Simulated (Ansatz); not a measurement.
Isolated molecules relaxed with PBE0-D4/def2-TZVP in Ansatz; ΔE leaves out vibrations. CCSD(T)/CBS adds triple-zeta CCSD(T) − MP2 to the extrapolated MP2 energy (def2 sets, frozen cores). DFT in def2-TZVPP. B3LYP here is the variant with VWN-RPA as its local correlation; programs differ in this. One conformer a species, not always the lowest.

`B[O][AlH][NH2]` + `C=CB[SiH2][SiH3]` → `BBC=C` + `[NH2][AlH][O][SiH2][SiH3]`  (redistribution)

```json
{"level": "r2SCAN-D4", "ΔE (kJ/mol)": "42.2", "difference from CCSD(T)/CBS": "2.2"}
{"level": "PBE0-D4", "ΔE (kJ/mol)": "46.6", "difference from CCSD(T)/CBS": "6.6"}
{"level": "B3LYP-D4", "ΔE (kJ/mol)": "40.1", "difference from CCSD(T)/CBS": "0.1"}
{"level": "ωB97M-V", "ΔE (kJ/mol)": "40.0", "difference from CCSD(T)/CBS": "0.0"}
{"level": "B3LYP", "ΔE (kJ/mol)": "42.4", "difference from CCSD(T)/CBS": "2.4"}
{"level": "HF/def2-TZVPP", "ΔE (kJ/mol)": "28.7", "difference from CCSD(T)/CBS": "-11.3"}
{"level": "SCS-MP2/def2-TZVPP", "ΔE (kJ/mol)": "39.7", "difference from CCSD(T)/CBS": "-0.3"}
{"level": "CCSD/def2-TZVPP", "ΔE (kJ/mol)": "39.5", "difference from CCSD(T)/CBS": "-0.5"}
{"level": "SCS-MP2/def2-QZVPP", "ΔE (kJ/mol)": "37.5", "difference from CCSD(T)/CBS": "-2.5"}
{"level": "CCSD/CBS(def2)", "ΔE (kJ/mol)": "36.3", "difference from CCSD(T)/CBS": "-3.7"}
{"level": "CCSD(T)/CBS", "ΔE (kJ/mol)": "40.0", "difference from CCSD(T)/CBS": "0"}
```

Largest T1 diagnostic among the species: 0.013.

In def2-TZVPP, CCSD(T) changes the Hartree–Fock value by +14.5 kJ/mol (the triples alone add +3.7 kJ/mol) and MP2 by +14.8 kJ/mol. From PBE to PBE0 (25 % exact exchange), in def2-TZVPP and without D4, ΔE moves by −4.3 kJ/mol.
